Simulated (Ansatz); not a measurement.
Born–Oppenheimer molecular dynamics of H9NSSi2 (13 atoms, charge 0, multiplicity 1). It starts from a rough guess of a transition structure, not a stationary point.

The calculation used UKS PBE/STO-3G in Ansatz 0.2.0.

```yaml
ensemble: NVE (velocity Verlet)
time_step: 0.5 fs
steps_asked: 150
starting_velocities_drawn_for: 300 K
seed: 426097
```

Frames 0.5 fs apart, positions in Å, forces in eV/Å.

Velocities at 0.0 fs (Å/ps):

```
Si 2.03 1.73 1.83
S -1.19 -0.06 1.58
H -12.50 -31.82 2.34
H 36.71 -10.75 1.67
N -3.09 -3.00 -3.57
H -20.19 -4.88 -1.68
Si -0.45 0.79 -2.41
H -21.41 6.82 -13.30
H 26.02 2.87 -7.70
H 33.51 4.99 22.23
H 2.88 9.02 17.74
H -18.84 0.22 4.05
H 10.42 -2.80 -9.88
```

```xyz
13
Properties=species:S:1:pos:R:3:forces:R:3 time_fs=0.0 energy_less_start_eV=0.000 T=300
Si -0.908 -0.064 0.633 0.52 1.17 3.18
S 0.916 0.252 2.347 -1.34 -2.13 -1.97
H -1.193 -1.494 0.742 -0.10 -0.12 -0.25
H -1.919 0.502 1.557 -0.06 -0.22 -0.35
N -0.928 1.264 -0.452 0.36 -1.38 0.97
H 1.211 -0.319 0.667 -0.31 -0.40 -0.32
Si 0.852 -1.026 -1.027 1.09 0.41 0.51
H 1.174 1.483 1.932 0.20 1.44 -0.51
H -0.438 1.300 -1.330 0.87 0.03 -1.67
H -1.659 1.954 -0.394 -1.29 1.27 0.22
H 1.449 -2.356 -0.885 -0.04 0.14 -0.08
H -0.307 -1.265 -1.911 0.17 0.07 0.20
H 1.750 -0.231 -1.880 -0.08 -0.26 0.06
13
Properties=species:S:1:pos:R:3:forces:R:3 time_fs=0.5 energy_less_start_eV=-0.015 T=311
Si -0.907 -0.063 0.634 0.65 0.65 3.03
S 0.915 0.252 2.348 -1.30 -1.94 -2.02
H -1.200 -1.510 0.743 -0.02 0.27 -0.28
H -1.900 0.497 1.557 -0.31 -0.09 -0.18
N -0.929 1.263 -0.453 0.96 -1.73 0.41
H 1.201 -0.322 0.666 -0.26 -0.38 -0.35
Si 0.852 -1.026 -1.029 1.04 0.47 0.43
H 1.164 1.488 1.925 0.17 1.25 -0.44
H -0.424 1.301 -1.335 0.52 0.04 -1.08
H -1.644 1.958 -0.383 -1.56 1.60 0.22
H 1.451 -2.351 -0.876 -0.03 0.08 -0.09
H -0.317 -1.265 -1.908 0.28 0.07 0.25
H 1.755 -0.233 -1.885 -0.15 -0.30 0.11
13
Properties=species:S:1:pos:R:3:forces:R:3 time_fs=1.0 energy_less_start_eV=-0.028 T=320
Si -0.906 -0.062 0.635 0.79 0.16 2.86
S 0.915 0.252 2.348 -1.24 -1.63 -2.10
H -1.206 -1.526 0.743 0.06 0.61 -0.31
H -1.883 0.491 1.557 -0.56 0.06 0.00
N -0.931 1.261 -0.455 1.38 -1.81 -0.21
H 1.190 -0.326 0.664 -0.20 -0.36 -0.38
Si 0.851 -1.025 -1.030 0.98 0.53 0.35
H 1.154 1.497 1.916 0.13 0.95 -0.33
H -0.409 1.303 -1.344 0.11 0.05 -0.42
H -1.633 1.966 -0.371 -1.58 1.70 0.20
H 1.452 -2.346 -0.867 -0.03 0.02 -0.11
H -0.325 -1.265 -1.905 0.37 0.07 0.29
H 1.760 -0.235 -1.889 -0.21 -0.33 0.16
13
Properties=species:S:1:pos:R:3:forces:R:3 time_fs=1.5 energy_less_start_eV=-0.034 T=324
Si -0.905 -0.061 0.636 0.92 -0.28 2.69
S 0.914 0.251 2.349 -1.17 -1.26 -2.21
H -1.212 -1.540 0.743 0.13 0.91 -0.33
H -1.867 0.485 1.557 -0.81 0.20 0.19
N -0.932 1.258 -0.457 1.52 -1.62 -0.77
H 1.178 -0.331 0.661 -0.15 -0.34 -0.42
Si 0.851 -1.025 -1.031 0.93 0.57 0.30
H 1.144 1.507 1.907 0.07 0.59 -0.20
H -0.393 1.304 -1.353 -0.31 0.05 0.21
H -1.625 1.978 -0.358 -1.32 1.52 0.15
H 1.453 -2.342 -0.859 -0.02 -0.04 -0.12
H -0.333 -1.264 -1.902 0.45 0.07 0.32
H 1.764 -0.238 -1.893 -0.25 -0.35 0.19
13
Properties=species:S:1:pos:R:3:forces:R:3 time_fs=2.0 energy_less_start_eV=-0.030 T=321
Si -0.903 -0.060 0.638 1.03 -0.66 2.55
S 0.913 0.251 2.349 -1.11 -0.86 -2.33
H -1.218 -1.551 0.742 0.19 1.15 -0.35
H -1.852 0.480 1.558 -1.04 0.33 0.36
N -0.933 1.256 -0.459 1.42 -1.19 -1.20
H 1.166 -0.336 0.657 -0.09 -0.32 -0.46
Si 0.852 -1.024 -1.032 0.90 0.60 0.27
H 1.135 1.519 1.898 0.02 0.19 -0.05
H -0.378 1.306 -1.362 -0.66 0.05 0.74
H -1.621 1.993 -0.346 -0.87 1.10 0.06
H 1.455 -2.337 -0.851 -0.01 -0.10 -0.13
H -0.340 -1.263 -1.897 0.51 0.07 0.33
H 1.768 -0.242 -1.897 -0.28 -0.36 0.21
13
Properties=species:S:1:pos:R:3:forces:R:3 time_fs=2.5 energy_less_start_eV=-0.014 T=310
Si -0.902 -0.059 0.640 1.11 -0.94 2.44
S 0.912 0.250 2.349 -1.06 -0.47 -2.44
H -1.224 -1.560 0.739 0.25 1.33 -0.36
H -1.841 0.475 1.559 -1.23 0.44 0.50
N -0.933 1.253 -0.461 1.14 -0.62 -1.46
H 1.154 -0.342 0.652 -0.04 -0.30 -0.51
Si 0.852 -1.024 -1.033 0.88 0.61 0.25
H 1.125 1.531 1.888 -0.03 -0.19 0.09
H -0.365 1.308 -1.369 -0.94 0.05 1.14
H -1.618 2.011 -0.333 -0.31 0.54 -0.06
H 1.456 -2.332 -0.843 -0.01 -0.16 -0.14
H -0.345 -1.262 -1.892 0.54 0.06 0.33
H 1.770 -0.247 -1.900 -0.30 -0.35 0.21
13
Properties=species:S:1:pos:R:3:forces:R:3 time_fs=3.0 energy_less_start_eV=0.009 T=294
Si -0.901 -0.059 0.642 1.14 -1.12 2.38
S 0.911 0.250 2.349 -1.02 -0.12 -2.54
H -1.229 -1.566 0.736 0.30 1.46 -0.37
H -1.832 0.472 1.562 -1.37 0.52 0.60
N -0.934 1.250 -0.463 0.76 -0.02 -1.55
H 1.142 -0.349 0.645 0.01 -0.28 -0.56
Si 0.852 -1.023 -1.034 0.87 0.60 0.27
H 1.115 1.543 1.879 -0.06 -0.55 0.22
H -0.354 1.310 -1.374 -1.12 0.05 1.38
H -1.616 2.031 -0.320 0.24 -0.06 -0.20
H 1.457 -2.328 -0.836 -0.01 -0.20 -0.15
H -0.349 -1.261 -1.887 0.55 0.06 0.31
H 1.773 -0.253 -1.903 -0.30 -0.32 0.21
13
Properties=species:S:1:pos:R:3:forces:R:3 time_fs=3.5 energy_less_start_eV=0.030 T=280
Si -0.899 -0.058 0.645 1.11 -1.19 2.39
S 0.910 0.249 2.349 -1.01 0.19 -2.63
H -1.233 -1.569 0.732 0.33 1.53 -0.38
H -1.826 0.470 1.565 -1.43 0.56 0.63
N -0.934 1.248 -0.465 0.35 0.53 -1.50
H 1.130 -0.357 0.638 0.07 -0.27 -0.63
Si 0.852 -1.022 -1.035 0.89 0.56 0.30
H 1.106 1.554 1.870 -0.08 -0.84 0.34
H -0.346 1.312 -1.375 -1.20 0.05 1.48
H -1.614 2.050 -0.308 0.73 -0.62 -0.33
H 1.458 -2.324 -0.829 -0.01 -0.24 -0.15
H -0.352 -1.260 -1.880 0.53 0.05 0.29
H 1.774 -0.260 -1.905 -0.28 -0.29 0.18
13
Properties=species:S:1:pos:R:3:forces:R:3 time_fs=4.0 energy_less_start_eV=0.037 T=275
Si -0.898 -0.057 0.648 1.02 -1.14 2.48
S 0.908 0.248 2.348 -1.02 0.42 -2.69
H -1.236 -1.567 0.728 0.36 1.54 -0.38
H -1.824 0.469 1.571 -1.43 0.55 0.59
N -0.934 1.245 -0.468 -0.04 0.96 -1.32
H 1.118 -0.365 0.628 0.11 -0.25 -0.70
Si 0.853 -1.021 -1.036 0.93 0.49 0.36
H 1.096 1.562 1.861 -0.09 -1.07 0.43
H -0.340 1.314 -1.373 -1.18 0.05 1.44
H -1.610 2.068 -0.296 1.10 -1.10 -0.44
H 1.459 -2.321 -0.822 -0.01 -0.26 -0.17
H -0.353 -1.259 -1.873 0.48 0.04 0.25
H 1.775 -0.267 -1.907 -0.24 -0.24 0.15
13
Properties=species:S:1:pos:R:3:forces:R:3 time_fs=4.5 energy_less_start_eV=0.021 T=287
Si -0.896 -0.057 0.650 0.88 -0.96 2.63
S 0.907 0.248 2.347 -1.04 0.59 -2.72
H -1.239 -1.562 0.722 0.37 1.49 -0.39
H -1.825 0.470 1.578 -1.35 0.51 0.49
N -0.934 1.242 -0.471 -0.41 1.26 -1.02
H 1.106 -0.374 0.618 0.16 -0.24 -0.78
Si 0.853 -1.021 -1.037 1.00 0.39 0.43
H 1.086 1.568 1.854 -0.09 -1.23 0.50
H -0.338 1.317 -1.367 -1.07 0.07 1.26
H -1.603 2.083 -0.286 1.36 -1.45 -0.53
H 1.460 -2.319 -0.816 -0.03 -0.27 -0.18
H -0.354 -1.258 -1.865 0.41 0.02 0.20
H 1.776 -0.275 -1.909 -0.20 -0.17 0.10
13
Properties=species:S:1:pos:R:3:forces:R:3 time_fs=5.0 energy_less_start_eV=-0.023 T=317
Si -0.894 -0.056 0.653 0.68 -0.68 2.84
S 0.906 0.247 2.346 -1.09 0.69 -2.72
H -1.240 -1.554 0.715 0.38 1.39 -0.39
H -1.830 0.471 1.586 -1.21 0.43 0.33
N -0.935 1.240 -0.474 -0.74 1.40 -0.62
H 1.095 -0.384 0.605 0.19 -0.22 -0.86
Si 0.854 -1.020 -1.038 1.09 0.27 0.52
H 1.075 1.571 1.849 -0.07 -1.31 0.54
H -0.338 1.319 -1.358 -0.85 0.09 0.95
H -1.593 2.095 -0.277 1.49 -1.68 -0.59
H 1.461 -2.317 -0.810 -0.04 -0.27 -0.19
H -0.353 -1.256 -1.856 0.32 0.01 0.15
H 1.775 -0.283 -1.910 -0.14 -0.10 0.05
13
Properties=species:S:1:pos:R:3:forces:R:3 time_fs=5.5 energy_less_start_eV=-0.091 T=365
Si -0.892 -0.056 0.657 0.45 -0.29 3.10
S 0.904 0.247 2.345 -1.15 0.71 -2.70
H -1.241 -1.542 0.708 0.36 1.22 -0.40
H -1.837 0.474 1.595 -1.03 0.33 0.14
N -0.935 1.238 -0.477 -1.05 1.38 -0.13
H 1.083 -0.394 0.590 0.23 -0.21 -0.95
Si 0.854 -1.019 -1.039 1.20 0.12 0.60
H 1.065 1.571 1.844 -0.05 -1.32 0.55
H -0.340 1.322 -1.347 -0.55 0.11 0.53
H -1.580 2.103 -0.269 1.50 -1.76 -0.61
H 1.462 -2.316 -0.805 -0.06 -0.26 -0.21
H -0.352 -1.255 -1.847 0.21 0.00 0.09
H 1.775 -0.291 -1.911 -0.08 -0.03 -0.01
```

Of the whole run (75 fs, mean temperature of the second half 1964 K): The conserved energy stayed within 0.28 meV per atom of its start (net change -0.15 meV per atom), so the integration is sound. The system heated up, since it started high on the potential surface and ran downhill. A run of 0.075 ps of so small a system gives no equilibrium averages. The orbitals stay closed-shell, which can raise the energy where a bond breaks towards radicals; this wasn't checked here. Limits of this set-up: minimal basis.

Time of the run: 20 min on 1 thread of AMD EPYC (Zen 3), with other jobs on the host, peak memory 0.12 GiB.
